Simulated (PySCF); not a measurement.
# A small calculation by hand: entropy of an ideal gas

arsenic trifluoride (AsF3), SMILES F[As](F)F.

Geometry: PBE-D3(BJ)/def2-SVP.

PBE-D3(BJ)/def2-SVP (PySCF) gives the harmonic wavenumbers 236, 236, 305, 681, 681, 700 cm⁻¹ and the rotational temperatures 0.2681, 0.2681, 0.1869 K. The molar mass is 131.92 g/mol, the symmetry number 3, the spin multiplicity 1.

**Question.** Work out the entropy at 298.15 K and 1 atm in the rigid-rotor, harmonic-oscillator model.

**Answer.** 
Translation (Sackur–Tetrode at 1 atm): S = R[1.5 ln M + 2.5 ln T − 1.16487] = 169.6 J/(mol K).
Rotation: q = (√π/σ) T^1.5/√(θA θB θC) = 26200, S = R[ln q + 3/2] = 97.1 J/(mol K).
Vibration: with u = 1.4388 ν/T, each mode gives R[u/(e^u − 1) − ln(1 − e^−u)]:
```tsv
ν (cm⁻¹)	modes	u	S (J/(mol K))
236	2	1.14	15.34
305	1	1.47	5.81
681	2	3.29	2.76
700	1	3.38	1.28
```
These are all the modes. Sum 25.2 J/(mol K).
Spin: R ln 1 = 0.0 J/(mol K).
Total 291.9 J/(mol K); the program's own thermochemistry gives 291.9. Translation makes up 58 % and vibration 9 %. Anharmonicity, hindered rotation and orbital degeneracy are left out.
